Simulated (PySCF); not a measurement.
# How the method changes the shape and vibrations of B2F2H2

Calculated results; nothing here was measured. The program is PySCF 2.14.0, an open-source quantum chemistry code, run on an isolated molecule that a program drew, which may never have been made. The molecule is B2F2H2 (charge 0, singlet), drawn as the SMILES string `BB(F)F`.

The geometry was optimised and harmonic frequencies were computed with HF and MP2, all in the cc-pVDZ basis, for the commonest isotopes, with a restricted reference for singlets and an unrestricted one otherwise, and a frozen core in MP2. Each result is a local minimum of its method.

Geometry at the HF minimum:
```xyz
6
B2F2H2, angstrom
B    -0.8152    1.6777    2.3958
B    -1.3867    0.6164    1.1899
F    -0.6032    0.1580    0.2243
F    -2.6433    0.1964    1.1574
H    -0.3543    1.2610    3.4210
H    -0.8604    2.8664    2.2480
```

Lengths of the bonds as drawn, in Å (atoms numbered as above):
```
bond,HF,MP2
B1-B2,1.705,1.706
B2-F3,1.325,1.342
B2-F4,1.325,1.342
B1-H5,1.199,1.205
B1-H6,1.199,1.205
```

Rotational constants, in GHz:
| constant | HF | MP2 |
|---|---|---|
| A | 10.12 | 9.812 |
| B | 7.926 | 7.892 |
| C | 4.617 | 4.542 |

Harmonic frequencies in cm^-1, each column in rising order, so a row needn't be the same motion in every method:
| rank | HF | MP2 |
|---|---|---|
| 1 | 199 | 194 |
| 2 | 245 | ? |
| 3 | 415 | 398 |
| 4 | 489 | 469 |
| 5 | 748 | 727 |
| 6 | 859 | 820 |
| 7 | 992 | 959 |
| 8 | 1242 | 1192 |
| 9 | 1378 | 1326 |
| 10 | 1383 | 1341 |
| 11 | 2691 | 2644 |
| 12 | 2762 | 2723 |

**Estimate the missing MP2 frequency from the HF column.**

A single factor s that minimises the squared misfit of MP2 against s times HF over the other rows is sum(HF x MP2) / sum(HF^2) = 0.9771, with an rms misfit of 15 cm^-1. For rank 2 it gives 0.9771 x 245 = 239 cm^-1. The calculation gives 226 cm^-1, 13 cm^-1 below the estimate. The drawn bonds are on average 0.7 % longer in MP2 than in HF.
